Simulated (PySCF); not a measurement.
Compound: C4H8F2O2.
Z-matrix (Å and degrees, PBE0-D3(BJ)/def2-SVP geometry), rows numbered from 1:
```
C 
O   1  1.4021
C   2  1.3833  1  116.07
C   3  1.5205  2  114.29  1   -77.21
F   4  1.3538  3  110.69  2   -48.56
F   4  1.3666  3  110.84  2    67.29
O   4  1.3477  3  108.73  2  -171.20
C   7  1.4162  4  116.39  3   178.94
H   1  1.0989  2  107.20  3  -164.81
H   1  1.1070  2  111.48  3   -46.15
H   1  1.1030  2  112.60  3    75.55
H   3  1.0996  2  107.82  1   164.64
H   3  1.1078  2  112.71  1    45.38
H   8  1.0963  7  106.38  4   178.86
H   8  1.1005  7  110.94  4   -62.07
H   8  1.1005  7  111.00  4    59.81
```

Computed with PySCF at PBE0/pcSseg-1 and CAM-B3LYP/def2-SVPD, non-relativistic, on one gas-phase PBE0-D3(BJ)/def2-SVP geometry that isn't relaxed in the solvent. The solvent is an IEF-PCM continuum (cavity from Bondi-type radii × 1.2). Only the electrostatic response of the medium enters.

Gas phase at PBE0/pcSseg-1: HOMO -7.70 eV, LUMO 1.61 eV, dipole 1.74 D.

Question: What does the continuum do to the energy, the frontier levels and the dipole at PBE0/pcSseg-1 in dichloromethane and methanol?

Answer: 
```tsv
solvent	ε	E(solvent) − E(gas) (kcal/mol)	polarisation term (kcal/mol)	distortion of the solute (kcal/mol)	HOMO (eV)	LUMO (eV)	dipole (D)
dichloromethane	8.93	-4.31	-4.71	0.40	-7.76	1.75	2.10
methanol	32.61	-4.93	-5.46	0.53	-7.77	1.77	2.16
```

The first energy column is the sum of the next two and covers electrostatics alone. From dichloromethane to methanol the lowering changes by a factor 1.14, Onsager's factor (ε − 1)/(2ε + 1) by 1.14 and ε itself by 3.7.

Question: Which radius a makes the point-dipole formula ΔE = −[(ε − 1)/(2ε + 1)]·μ²/a³ give the value in methanol, with the gas-phase dipole?

Answer: μ = 0.683 au and |ΔE| = 0.00786 Eh give a = 1.61 Å; the farthest nucleus lies 3.66 Å from the centroid of the nuclei, so such a sphere wouldn't even hold the nuclei. The formula assumes a rigid point dipole at the centre of a sphere.

Question: Which Mulliken charges (PBE0/pcSseg-1) respond most in dichloromethane (means over atoms taken as equivalent)?

Answer: 
```json
{"atoms": "O2", "environment": "ether oxygen", "gas (e)": "-0.502", "solvent (e)": "-0.527", "change": "-0.025"}
{"atoms": "H12/H13", "environment": "methylene hydrogen", "gas (e)": "+0.127", "solvent (e)": "+0.141", "change": "+0.014"}
{"atoms": "C1", "environment": "methoxy carbon", "gas (e)": "-0.040", "solvent (e)": "-0.051", "change": "-0.011"}
{"atoms": "O7", "environment": "ether oxygen", "gas (e)": "-0.503", "solvent (e)": "-0.513", "change": "-0.010"}
{"atoms": "H9/H10/H11", "environment": "methyl hydrogen", "gas (e)": "+0.108", "solvent (e)": "+0.116", "change": "+0.008"}
{"atoms": "H14/H15/H16", "environment": "methyl hydrogen", "gas (e)": "+0.124", "solvent (e)": "+0.133", "change": "+0.009"}
{"atoms": "F5/F6", "environment": "fluorine of a CF2 group", "gas (e)": "-0.303", "solvent (e)": "-0.311", "change": "-0.008"}
{"atoms": "C8", "environment": "methoxy carbon", "gas (e)": "-0.057", "solvent (e)": "-0.064", "change": "-0.007"}
{"atoms": "C3", "environment": "sp3 carbon bound to oxygen", "gas (e)": "+0.059", "solvent (e)": "+0.054", "change": "-0.005"}
{"atoms": "C4", "environment": "CF2 carbon", "gas (e)": "+0.700", "solvent (e)": "+0.697", "change": "-0.003"}
```

Question: Which Mayer bond orders change most in dichloromethane?

Answer: 
```
  bond  length (Å)    gas  solvent  change
 O7–C8       1.416  0.876    0.864  -0.012
 C4–F5       1.354  0.949    0.937  -0.012
 C1–O2       1.402  0.921    0.911  -0.010
 O2–C3       1.383  0.978    0.970  -0.008
 C4–O7       1.348  1.058    1.065  +0.007
 C3–C4       1.521  0.953    0.957  +0.004
 C4–F6       1.367  0.920    0.916  -0.004
C3–H12       1.100  0.943    0.940  -0.003
```

Question: How do the nuclear quadrupole coupling constants eQVzz/h respond in dichloromethane?

Answer: 
```csv
nucleus,Q (barn),gas (MHz),solvent (MHz),η gas,η solvent
17O at O2,-0.0256,-12.47,-12.32,0.90,0.90
17O at O7,-0.0256,-11.86,-11.73,0.82,0.82
```

Gas phase at CAM-B3LYP/def2-SVPD: HOMO -9.31 eV, LUMO 1.25 eV, dipole 1.75 D.

Question: What does the continuum do to the energy, the frontier levels and the dipole at CAM-B3LYP/def2-SVPD in dichloromethane?

Answer: 
```tsv
solvent	ε	E(solvent) − E(gas) (kcal/mol)	polarisation term (kcal/mol)	distortion of the solute (kcal/mol)	HOMO (eV)	LUMO (eV)	dipole (D)
dichloromethane	8.93	-4.37	-4.87	0.50	-9.34	1.32	2.20
```

Question: How does the static polarisability (CAM-B3LYP/def2-SVPD, frozen core, with the continuum's full static response) change?

Answer: 
| medium | isotropic (au) | principal values (au) | ⟨r²⟩ of the electrons (bohr²) |
| --- | --- | --- | --- |
| gas | 61.0 | 54.7, 56.1, 72.3 | 1034.1 |
| dichloromethane | 74.5 | 69.6, 70.5, 83.3 | 1033.0 |

The isotropic value in dichloromethane is 1.22 times the gas-phase one; no cavity-field correction is applied. ⟨r²⟩ is taken about the centre of nuclear charge.
